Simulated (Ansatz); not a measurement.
Cost against result

The pair of HBr (SMILES Br, atoms 1–2) and CH5N (SMILES CN, atoms 3–9), both closed shells, in one local arrangement (a lower one may exist), relaxed at PBE0-D4/def2-TZVP:

Br1  (-0.242, 0.275, -2.804)
H2  (-0.153, -0.357, -1.160)
C3  (0.138, 0.565, 0.772)
N4  (-0.075, -0.667, 0.003)
H5  (0.220, 0.367, 1.841)
H6  (-0.695, 1.237, 0.577)
H7  (1.047, 1.041, 0.408)
H8  (-0.935, -1.139, 0.261)
H9  (0.694, -1.322, 0.103)
(Å)

Interaction energies are counterpoise-corrected; the time is that of the whole pair.

Program: Ansatz 0.2.0. Basis: as named in each row. Cores are frozen in the correlated methods. Filled d shells of the heavier atoms are correlated. The def2 sets are not built for correlating such inner shells, so the correlated values are less sure here. B3LYP uses VWN-RPA correlation. Extrapolation: Hartree–Fock as exp(−7.88 √X), correlation as X^−2.97.

Times are rough, for one single point on 4 threads of a shared host (Arm Neoverse V1).

The estimate by CCSD(T) at an estimated basis limit (MP2 extrapolated from triple and quadruple zeta, plus CCSD(T) − MP2 in triple zeta) is -33.59 kcal/mol.

```json
{"method": "HF", "basis": "STO-3G", "time (s)": "under 1", "interaction energy (kcal/mol)": "-15.39", "method less estimate": "18.20"}
{"method": "PBE-D4", "basis": "STO-3G", "time (s)": "under 1", "interaction energy (kcal/mol)": "-21.70", "method less estimate": "11.89"}
{"method": "SPW92", "basis": "def2-SVP", "time (s)": "under 1", "interaction energy (kcal/mol)": "-37.80", "method less estimate": "-4.22"}
{"method": "B3LYP-D4", "basis": "6-31G", "time (s)": "under 1", "interaction energy (kcal/mol)": "-37.61", "method less estimate": "-4.02"}
{"method": "PBE-D4", "basis": "def2-SVP", "time (s)": "under 1", "interaction energy (kcal/mol)": "-31.28", "method less estimate": "2.30"}
{"method": "PBE0-D4", "basis": "def2-SVP", "time (s)": "under 1", "interaction energy (kcal/mol)": "-34.11", "method less estimate": "-0.53"}
{"method": "revPBE-D4", "basis": "def2-TZVPPD", "time (s)": "2", "interaction energy (kcal/mol)": "-32.76", "method less estimate": "0.83"}
{"method": "PBE-D4", "basis": "def2-TZVPPD", "time (s)": "2", "interaction energy (kcal/mol)": "-34.26", "method less estimate": "-0.68"}
{"method": "BLYP-D4", "basis": "def2-TZVPPD", "time (s)": "2", "interaction energy (kcal/mol)": "-30.87", "method less estimate": "2.72"}
{"method": "PBE0-D4", "basis": "def2-TZVPPD", "time (s)": "3", "interaction energy (kcal/mol)": "-36.55", "method less estimate": "-2.96"}
{"method": "HSE06-D4", "basis": "def2-TZVPPD", "time (s)": "3", "interaction energy (kcal/mol)": "-36.61", "method less estimate": "-3.03"}
{"method": "B3LYP-D4", "basis": "def2-TZVPPD", "time (s)": "3", "interaction energy (kcal/mol)": "-33.43", "method less estimate": "0.16"}
{"method": "CCSD(T)", "basis": "def2-SVP", "time (s)": "3", "interaction energy (kcal/mol)": "-23.73", "method less estimate": "9.85"}
{"method": "wB97M-V", "basis": "def2-SVP", "time (s)": "3", "interaction energy (kcal/mol)": "-30.70", "method less estimate": "2.88"}
{"method": "r2SCAN-D4", "basis": "def2-TZVPPD", "time (s)": "4", "interaction energy (kcal/mol)": "-36.70", "method less estimate": "-3.11"}
{"method": "B2PLYP", "basis": "def2-TZVPPD", "time (s)": "6", "interaction energy (kcal/mol)": "-32.61", "method less estimate": "0.98"}
{"method": "wB97X-V", "basis": "def2-TZVPPD", "time (s)": "8", "interaction energy (kcal/mol)": "-34.45", "method less estimate": "-0.86"}
{"method": "wB97M-V", "basis": "def2-TZVPPD", "time (s)": "8", "interaction energy (kcal/mol)": "-33.70", "method less estimate": "-0.11"}
{"method": "B97M-V", "basis": "def2-TZVPPD", "time (s)": "10", "interaction energy (kcal/mol)": "-32.64", "method less estimate": "0.95"}
{"method": "MP2", "basis": "def2-QZVPPD", "time (s)": "21", "interaction energy (kcal/mol)": "-36.48", "method less estimate": "-2.89"}
{"method": "CCSD(T)", "basis": "def2-TZVPPD", "time (s)": "150", "interaction energy (kcal/mol)": "-30.27", "method less estimate": "3.32"}
```

No T1 diagnostic of these runs exceeds 0.009.
